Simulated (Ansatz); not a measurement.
```yaml
atoms:
  - { symbol: P, position_ang: [0.0000, 0.0000, -0.5115] }
  - { symbol: N, position_ang: [0.0000, 0.0000, 1.0962] }
```

Basis set: cc-pVDZ (spherical functions). Left uncorrelated: 6 orbitals. Charge 0, multiplicity 1.

Computed with Ansatz (development build ahead of 0.2.0); each method stands on the lowest determinant of its kind that the runs found. Restricted open shells among the atoms or ions are ROHF, correlated in semicanonical orbitals with singles.

The atomization energy at this shape (free ground-state atoms in the same class of orbitals less the molecule, no zero-point energy) of singlet PN:

| method | atomization energy |
| --- | --- |
| RHF | 53.7 kJ/mol |

**Question.** What does RHF-MP2 give?

**Answer.** 526.8 kJ/mol. Caution: in another basis set an unrestricted determinant lies well below.
